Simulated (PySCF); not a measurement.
Two structures of ZnH$_{2}$Cl$_{2}$, closed shell, reached by relaxing down either side of one saddle point (PBE0-D4/def2-TZVP). Energies are electronic, without zero-point energy. Computed with PySCF 2.14 with density fitting (its default auxiliary sets; JK sets also for MP2 and CCSD(T)) (basis: def2-TZVPP and def2-QZVPP); correlated methods freeze the cores. The 3s and 3p shells of Cu and Zn are frozen; filled d shells are correlated. Extrapolation: Hartree–Fock as exp(−7.88 √X), correlation as X^−2.97. First:

```
5
angstrom
Zn -0.3104 -0.5899 -0.7676
Cl 0.3919 -2.3155 0.1760
Cl -1.0567 1.0528 -1.8188
H 0.6476 0.6569 1.4155
H 0.3914 1.2658 1.0604
```

Second:

```xyz
5
angstrom
Zn -0.4075 0.8473 -0.6056
Cl 0.5510 -1.5471 0.7543
Cl -1.1391 -0.2118 -2.2841
H 1.0113 -0.9346 1.7818
H 0.0400 1.8122 0.4911
```

Which bonds change from the first to the second?

ZnCl₂ + H₂ → ZnHCl ([Cl][ZnH]) + HCl; bonds formed: Zn1–H5, Cl2–H4; bonds broken: Zn1–Cl2, H4–H5.

Give the saddle point's structure and its height above each. (To be estimated.)

Computed: 158.0 kJ/mol above the first and 59.2 kJ/mol above the second (CCSD(T) at an estimated basis limit (MP2 extrapolated from triple and quadruple zeta, plus CCSD(T) − MP2 in triple zeta)).
```
5
angstrom
Zn -0.2566 0.4033 -0.4083
Cl 0.4688 -1.7564 0.5017
Cl -1.2309 0.8946 -2.1997
H 0.5764 -0.3259 1.0534
H 0.4424 0.7843 1.0530
```

No T1 diagnostic of these runs exceeds 0.014.

Labels in which every atom is bracketed show which atoms are joined, not bond orders.

For scale, one of the runs: CCSD(T)/def2-TZVPP, 176 basis functions, launched by `OMP_NUM_THREADS=4 python run.py`. Hardware: 4 CPU threads of an Arm Neoverse V1, shared host. Wall time 4.6 min; peak host memory 1.8 GiB.
